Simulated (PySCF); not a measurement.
Compound: C2H8N2Si2.
Geometry (PBE0-D3(BJ)/def2-SVP, Å), atoms numbered from 1 in this order:
```
atom  x, y, z in Å
C1     2.2219   -0.4236    0.0859
Si2    0.5922    0.4618   -0.0740
C3     0.6215    1.3300   -1.7370
N4     0.6348    1.8403   -2.7788
N5    -0.7690   -0.5958    0.0217
Si6   -2.3230   -0.2766    0.7625
H7     2.2974   -0.9117    1.0694
H8     2.3234   -1.1951   -0.6934
H9     3.0599    0.2812   -0.0251
H10    0.3971    1.5364    0.9380
H11   -0.7088   -1.4654   -0.5007
H12   -2.8718    1.0426    0.3264
H13   -2.2302   -0.2595    2.2548
H14   -3.2455   -1.3714    0.3426
```

All values: CAM-B3LYP/def2-SVPD (PySCF, non-relativistic), on one gas-phase PBE0-D3(BJ)/def2-SVP geometry that isn't relaxed in the solvent. The solvent is an IEF-PCM continuum (Bondi radii, 1.10 Å for H, scaled by 1.2), and excitations are vertical TDDFT with non-equilibrium linear response and a frozen core. The model holds no explicit solvent molecules, cavitation or dispersion.

Gas-phase singlets (H = HOMO, L = LUMO):

| state | E (eV) | λ (nm) | f | leading configurations |
| --- | --- | --- | --- | --- |
| S1 | 6.413 | 193 | 0.015 | H→L 93% |
| S2 | 6.949 | 178 | 0.002 | H→L+1 26%, H-1→L 17% |
| S3 | 7.104 | 175 | 0.004 | H→L+1 41%, H-1→L 23% |
| S4 | 7.340 | 169 | 0.015 | H-1→L+1 22%, H-2→L 14% |
| S5 | 7.468 | 166 | 0.006 | H-2→L+1 29%, H-3→L+1 12% |

Task: Give the list for dichloromethane (ε = 8.93), n² = 2.03.

Result: 
```tsv
state	E (eV)	λ (nm)	f	leading configurations	change by rank (eV)
S1	6.357	195	0.024	H→L 92%	-0.056
S2	6.838	181	0.008	H→L+1 83%	-0.111
S3	7.143	174	0.001	H-1→L 37%, H-5→L 17%	+0.039
S4	7.340	169	0.036	H→L+2 53%, H→L+4 11%	0.000
S5	7.527	165	0.013	H-3→L 21%, H-1→L+1 19%	+0.059
```

Task: The ground-state energy changes by -0.257 eV from gas to dichloromethane. By how much does the total energy of gas-phase S1 change?

Result: E(S1) = E(S0) + excitation energy, so it changes by -0.257 − 0.056 = -0.313 eV: it is lowered more than the ground state, which is what a red shift means. This is the vertical state, with the slow part of the continuum still set for S0.

Task: How do the frontier levels move from gas to dichloromethane?

Result: 
| orbital | gas (eV) | solvent (eV) | change (eV) | Löwdin shares, gas | Löwdin shares, solvent |
| --- | --- | --- | --- | --- | --- |
| LUMO+2 | 1.14 | 1.30 | +0.16 | Si6 25 %, C3 15 %, Si2 13 %, N4 12 % | Si6 26 %, C3 16 %, Si2 14 %, N4 9 % |
| LUMO+1 | 0.74 | 0.80 | +0.06 | Si2 20 %, N4 18 %, C3 18 %, C1 14 % | N4 27 %, C3 26 %, Si2 18 %, C1 9 % |
| LUMO | 0.37 | 0.52 | +0.15 | Si2 18 %, Si6 15 %, C3 13 %, N4 12 % | C3 22 %, N4 21 %, Si2 19 %, Si6 10 % |
| HOMO | -9.40 | -9.11 | +0.29 | N5 53 %, Si6 13 %, H13 8 %, H12 6 % | N5 54 %, Si6 13 %, H13 7 %, Si2 6 % |
| HOMO-1 | -10.80 | -10.67 | +0.13 | N4 27 %, C3 22 %, C1 17 %, Si2 13 % | C1 25 %, Si2 18 %, N4 11 %, H10 10 % |
| HOMO-2 | -11.12 | -11.00 | +0.12 | N4 34 %, C3 28 %, Si6 9 %, H14 8 % | Si6 30 %, H14 26 %, H12 9 %, N5 8 % |
| HOMO-3 | -11.32 | -11.39 | -0.07 | Si6 27 %, H14 21 %, N4 16 %, C3 13 % | N4 24 %, C3 19 %, Si6 13 %, Si2 10 % |

The HOMO–LUMO gap goes from 9.77 to 9.63 eV. Rows go by rank; for HOMO-3, HOMO-2 and HOMO-1 the atom shares or the degeneracy differ between the runs, so the row needn't follow one orbital.

On one thread of an Arm Neoverse N1, on a shared host, this took 52 s of wall time and 0.95 GiB of memory at its peak. This is the whole response run at CAM-B3LYP/def2-SVPD in dichloromethane, SCF included.
